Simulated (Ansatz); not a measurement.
The geometry has C3v symmetry (within 0.05 Å) and had no frequency check at the DFT level, so a distortion to lower symmetry isn't ruled out.

Species: C7Si7H20 zinc-blende nanodot `C1[SiH]2C[SiH]3C4[SiH2]C5[SiH2]C([SiH]14)[SiH](C2)C3[SiH2]5` (charge 0, multiplicity 1).

Question: Give a relaxed geometry from PBE-D3(BJ)/def2-SVP (Ansatz, a quantum-chemistry and plane-wave program).

Answer: the end point of this relaxation (outside a Z-matrix the atoms follow the SMILES, hydrogens last).
Cartesian coordinates (Å) in one orientation:
```xyz
34

C     -2.749    -0.574    -0.572
Si    -1.689    -1.686    -1.686
C     -0.576    -2.748    -0.576
Si     0.531    -1.675     0.529
C     -0.541    -0.544     1.624
Si     0.542     0.538     2.744
C      1.628     1.625     1.626
Si     0.540     2.744     0.541
C     -0.544     1.624    -0.542
Si    -1.674     0.530     0.533
Si     0.529     0.532    -1.675
C     -0.578    -0.573    -2.748
C      1.623    -0.543    -0.545
Si     2.745     0.539     0.537
H     -3.412     0.065    -1.195
H     -3.410    -1.199     0.068
H     -2.562    -2.557    -2.558
H      0.063    -3.410    -1.201
H     -1.199    -3.410     0.064
H      1.404    -2.548     1.400
H     -1.183    -1.186     2.270
H     -0.317     1.402     3.634
H      1.407    -0.323     3.633
H      2.272     2.267     2.268
H     -0.319     3.632     1.407
H      1.404     3.633    -0.320
H     -1.186     2.270    -1.182
H     -2.546     1.402     1.406
H      1.400     1.404    -2.548
H      0.061    -1.197    -3.411
H     -1.202     0.067    -3.409
H      2.268    -1.185    -1.188
H      3.636    -0.322     1.399
H      3.633     1.404    -0.324
```
